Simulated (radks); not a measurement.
Initial-state core-level shifts of the holmium ion Ho3+ when its valence configuration changes from [Xe] 4f10. Method: scalar-relativistic Kohn-Sham, PBEsol, spin-polarised, spherical densities, point nucleus; open shells are filled with parallel spins first (spin-orbit coupling, left out, can overturn this in heavy ions); computed with a radial shooting solver on a logarithmic mesh with Libxc functionals. Shifts are changes of the shell-averaged eigenvalues in eV (positive: less bound).

| valence | 4s | 4p | 4d | 5p |
|---|---|---|---|---|
| 4f9 6p1 | -13.293 | -13.092 | -12.783 | -7.358 |
| 4f8 6s1 6p1 | -26.456 | -25.997 | -25.306 | -13.652 |
| 4f9.5 5d0.5 | -4.280 | -4.182 | -4.028 | -1.638 |
| 4f9 6s1 | -12.059 | -11.858 | -11.548 | -6.199 |
| 4f8 5d2 | -18.213 | -17.748 | -17.042 | -6.476 |
| 4f8.5 5d1.5 | -13.406 | -13.076 | -12.568 | -4.881 |
| 4f8.5 5d1 6s0.5 | -15.102 | -14.774 | -14.272 | -6.379 |
| 4f8 6s2 | -25.394 | -24.937 | -24.251 | -12.709 |
| 4f8 5d1 6p1 | -22.927 | -22.465 | -21.766 | -10.664 |
